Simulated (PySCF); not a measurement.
**Multinuclear NMR of C3H8N2Si**

Bonds (- single, = double, # triple, : aromatic): C1=C2 1.317 Å, C2-C3 1.507 Å, C3-N4 1.457 Å, N4-Si5 1.730 Å, Si5-N6 1.716 Å, Si5-C2 1.892 Å. C1 carries H7, H8; C3 carries H9, H10; N4 carries H11; Si5 carries H12; N6 carries H13, H14. Stereochemistry as in C=C1CN[Si@H]1N. H7 is cis to C3; H9 is cis to N6 on the ring; H8 is trans to C3; H10 is trans to N6 on the ring.

- GFN2-xTB structure
- σ from GIAO-PBE0/pcSseg-1
- program: PySCF 2.14
- equivalent nuclei averaged, no solvent, non-relativistic Hamiltonian, single conformer

(1) What are the ²⁹Si shifts?

(2) Predict the ¹⁵N NMR data.

Answers

(1) 
```json
{"atoms": "Si5", "environment": "silicon bonded to C, 2 N, H, in a 4-membered ring", "σ (ppm)": "379.1", "δ (ppm)": "-31.6"}
```

Shieldings were converted by a linear fit to measured shifts: ²⁹Si: δ = 279.94 − 0.822σ (rms 8.9 ppm, 72 shifts, 25.8 ppm with the 6 outliers that the fit left out vs TMS, solution or neat liquid). Occasional misses reach two or three times the rms, and more in compound classes unlike the fitted ones.

On a 500 MHz spectrometer ²⁹Si resonates near 99.3 MHz, so 1 ppm is 99.3 Hz.

(2) 
```tsv
atoms	environment	σ (ppm)	δ (ppm)
N4	nitrogen bonded to C, Si, H, in a 4-membered ring	210.0	-341.6
N6	nitrogen bonded to Si, 2 H	225.4	-355.8
```

Shieldings were converted by a linear fit to measured shifts: ¹⁵N: δ = -148.07 − 0.921σ (rms 6.3 ppm, 71 shifts vs CH3NO2, solution or neat liquid). Occasional misses reach two or three times the rms, and more in compound classes unlike the fitted ones.

On a 400 MHz spectrometer ¹⁵N resonates near 40.5 MHz, so 1 ppm is 40.5 Hz.
